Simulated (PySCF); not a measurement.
## Electron correlation in Pm(2+) (promethium, charge +2)

[Xe] 4f5, one real determinant. Computed with PySCF 2.14 in ANO-RCC-VTZP, with scalar relativity by spin-free X2C-1e. Frozen: [Kr] 4d10; 13 electrons correlated.

| level | correlation energy (mhartree) |
| --- | --- |
| CCSD | -397.24 |
| (T) | -14.63 |
| CCSD(T) | -411.87 |

Diagnostics: T1 = 0.013, D1 = 0.0301, largest double amplitude 0.042.

Q: Is a single reference adequate?

A: Yes, within this model without spin-orbit coupling: T1 lies below 0.03 and no double amplitude reaches 0.07.

The reference is one real determinant that mixes LS terms of this configuration.
